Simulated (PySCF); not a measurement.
# Calculated NMR parameters of 3,3,3-trifluoropropanal

| Property | Result |
| --- | --- |
| Formula | C3H3F3O |
| SMILES | O=CCC(F)(F)F |
| InChI | InChI=1S/C3H3F3O/c4-3(5,6)1-2-7/h2H,1H2 |
| Point group of the computed structure | C1 |
| Degrees of unsaturation | 1 |
| Carbon signals | 3 |
| Proton signals | 2 |

Molfile (atoms numbered from 1):
```
C3H3F3O
     RDKit          3D

 10  9  0  0  0  0  0  0  0  0999 V2000
    2.3360    0.8575   -0.1018 O   0  0  0  0  0  0  0  0  0  0  0  0
    1.1724    0.8203    0.1527 C   0  0  0  0  0  0  0  0  0  0  0  0
    0.3638   -0.4614    0.2405 C   0  0  0  0  0  0  0  0  0  0  0  0
   -1.0465   -0.2767   -0.2868 C   0  0  0  0  0  0  0  0  0  0  0  0
   -1.0666    0.0722   -1.5784 F   0  0  0  0  0  0  0  0  0  0  0  0
   -1.7685   -1.3998   -0.1780 F   0  0  0  0  0  0  0  0  0  0  0  0
   -1.7156    0.6762    0.3789 F   0  0  0  0  0  0  0  0  0  0  0  0
    0.5839    1.7293    0.3691 H   0  0  0  0  0  0  0  0  0  0  0  0
    0.2928   -0.7495    1.2937 H   0  0  0  0  0  0  0  0  0  0  0  0
    0.8571   -1.2635   -0.3123 H   0  0  0  0  0  0  0  0  0  0  0  0
  1  2  2  0
  2  3  1  0
  3  4  1  0
  4  5  1  0
  4  6  1  0
  4  7  1  0
  2  8  1  0
  3  9  1  0
  3 10  1  0
M  END
```

PySCF calculation with GFN2-xTB geometry, PBE0/pcSseg-1 with gauge-including orbitals and couplings computed with B3LYP/pcJ-1 (spin–dipole term only in couplings to heteroatoms); fast rotation and ring inversion assumed for equivalent nuclei, in vacuum, a single conformation, no relativistic terms.

References, each an isolated molecule treated in the same way: TMS for 1H and 13C; CFCl3 for 19F; 17O vs H2O.

```tsv
carbon	δC, type	δH (multiplicity, J in Hz)	HMBC from (abs. J ≥ 3 Hz)	span of the C tensor (ppm)
C2	197.7, CH	10.01 (tq, 2.9, 1.6)	H9/H10	200
C3	52.4, CH2	3.00 (qd, 9.8, 2.9)	H8	37
C4	133.8, C	–	H9/H10	4
```

Other nuclei:
| atoms | nucleus | environment | δ (ppm) | σ (ppm) |
| --- | --- | --- | --- | --- |
| F5/F6/F7 | 19F | fluorine of a CF3 group | -78.5 | 249.5 |
| O1 | 17O | aldehyde oxygen | 732.6 | -396.5 |

Selected couplings (Hz, signed; the shortest-range and largest first, 30 at most; isotopes 13C, 19F, 1H): 1J(C4,F5) -346.2, 1J(C2,H8) 186.6, 1J(C3,H9) 139.5, 1J(C3,C4) 61.7, 1J(C2,C3) 39.4, 2J(C3,F5) 25.5, 3J(F5,H9) 9.8, 3J(H8,H9) 2.9, 3J(C2,F5) 2.7, 4J(F5,H8) 1.6.

Carbon types of the structure: 1 × C, 1 × CH, 1 × CH2, which accounts for all hydrogens. δC 197.7: aldehyde carbonyl carbon; the double bond to the heteroatom, with no lone-pair donor beside it, deshields it most. δC 133.8: CF3 carbon; 3 electronegative neighbours deshield it. δC 52.4: sp3 CH2 α to a carbonyl; the adjacent C=O deshields it moderately. δH 10.01: hydrogen on an aldehyde carbonyl carbon; the formyl region, downfield of aromatic protons. δH 3.00: hydrogen on an sp3 CH2 α to a carbonyl; α to C=O.

Common functionals overestimate the size of one-bond C–F couplings by tens of Hz; these are unscaled. Splittings below 1 Hz are ignored in the labels, and close J values are merged. Unscaled 3J(H,H) at this level run about 10 % above measured values. Shifts are as computed. Against solution values, carbons near 30 ppm lie about +3 ppm off and those near 130 ppm about +5 ppm. Of 1211 compounds with measured shifts, 218 miss one by over three times the rms of a fit or turn the order of signals round; such compounds aren't used in these exercises. Couplings across =CH–CH2 type bonds come from one rotamer and its mirror image, and can be 1–2 Hz further off. Unscaled 19F shifts against computed CFCl3 carry errors that often reach 10 to 50 ppm. Unscaled 17O shifts of doubly bonded oxygen tend to come out too high, by tens of ppm or more. Experimental scales use liquid or dissolved standards, which lie at an offset from isolated H2O (liquid H2O: subtract about 36 ppm).
